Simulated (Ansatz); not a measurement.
Consider the ligand exchange at a Ti–Cl bond: `[OH][Ti]([Cl])([Cl])[Cl]` + H–F → `[OH][Ti]([F])([Cl])[Cl]` + HCl.

Gas-phase electronic energies from Ansatz, PBE0-D4/def2-TZVP geometries. CCSD(T)/CBS is the MP2 limit (def2-TZVPP, def2-QZVPP) plus CCSD(T) − MP2 in def2-TZVPP, frozen cores. This one scheme is used for every species. DFT in def2-TZVPP. For Ti outer-core shells are correlated without core-valence functions, which leaves a few kJ/mol of doubt a bond. Scalar relativity is left out up to krypton. Each species was taken in one conformer, which may not be the lowest.

**Question.** Is it downhill or uphill in electronic energy at CCSD(T)/CBS, and by how much? (An estimate is asked.)

**Answer.** Ansatz gave: Downhill: ΔE = -0.08 eV.

**Question.** What do these levels give: PBE-D4, r2SCAN-D4, r2SCANh-D4, CAM-B3LYP-D4, CAM-B3LYP, SCS-MP2/def2-TZVPP? (Estimate.)

**Answer.** Computed: PBE-D4 -0.20, r2SCAN-D4 -0.22, r2SCANh-D4 -0.20, CAM-B3LYP-D4 -0.29, CAM-B3LYP -0.33, SCS-MP2/def2-TZVPP -0.12 eV.

Largest T1 diagnostic among the species: 0.024, so the coupled-cluster value is less sure than usual.

In def2-TZVPP, CCSD(T) changes the Hartree–Fock value by +0.14 eV (the triples alone add +0.07 eV) and MP2 by +0.29 eV. The D4 term adds +0.07 eV with B3LYP and +0.04 eV with PBE0; it sums over pairs of atoms, weighted by their polarisabilities, and B3LYP, whose exchange is more repulsive, gets the larger term.

B3LYP here is the variant with VWN-RPA as its local correlation; programs differ in this.
